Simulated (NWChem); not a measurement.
Molecule: CHF₂, doublet; SMILES F[CH]F

```xyz
4

F     -0.2434    -0.0142     1.1045
C      0.4894     0.1259     0.0000
F     -0.2434    -0.0142    -1.1045
H      1.4255    -0.4736     0.0000
```
Atoms are numbered in this order, from 1.

Level: PBE-D3(BJ)/def2-SVP, spin-unrestricted (NWChem), optimised geometry, unscaled harmonic frequencies. In the optimisation the excess spin sits in a' (Cs, its own frame).

```
frequency (cm⁻¹)  IR intensity (km/mol)
----------------  ---------------------
538                                 3.4
955                                12.2
1167                               81.7
1178                              159.2
1315                              108.5
3020                               36.0
```

| Item | Value |
|---|---|
| zero-point energy | 11.7 kcal/mol |
| thermal correction to the enthalpy at 298.15 K (with zero-point energy) | 14.2 kcal/mol |
| heat capacity Cv | 8.1 cal/(mol K) |
| entropy at 298.15 K and 1 atm (symmetry number 1, electronic part: spin degeneracy alone) | 61.2 cal/(mol K) |
| dipole moment | 1.15 D |

Rigid rotor and harmonic oscillator.
